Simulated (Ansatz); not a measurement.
Relaxation of AlF2H2N (6 atoms, charge 0, multiplicity 1), to a largest force component of 0.015 eV/Å in at most 40 steps.

Computed with RHF/def2-SVP in Ansatz 0.2.0.

```xyz
6
Properties=species:S:1:pos:R:3
N -0.669 0.877 -0.019
Al 0.207 -0.743 0.130
F 1.662 -0.846 1.132
F -0.321 -2.187 -0.740
H -0.166 1.622 0.488
H -0.671 1.214 -1.038
```

Where does it end, and by what steps?

The forces met the threshold. After 6 steps the energy has fallen by 0.939 eV; H6 moved furthest, 0.46 Å.

| step | energy less start (eV) | largest force component (eV/Å) | accepted |
| --- | --- | --- | --- |
| 0 | 0.0000 | 2.735 | yes |
| 1 | -0.4591 | 2.252 | yes |
| 2 | -0.6340 | 3.125 | yes |
| 3 | -0.9287 | 0.433 | yes |
| 4 | -0.9305 | 0.223 | yes |
| 5 | -0.9389 | 0.038 | yes |
| 6 | -0.9391 | 0.009 | yes |

```xyz
6
Properties=species:S:1:pos:R:3
N -0.356 0.870 -0.155
Al 0.300 -0.724 0.112
F 1.449 -0.987 1.254
F -0.210 -2.011 -0.770
H -0.082 1.693 0.346
H -1.060 1.094 -0.832
```

Whether the end is a true minimum wasn't checked by a vibrational analysis.

Run time: 42 s on 1 thread of Intel(R) Xeon(R) Processor @ 2.50GHz (Skylake/Cascade Lake), on a shared host, peak memory 0.13 GiB.
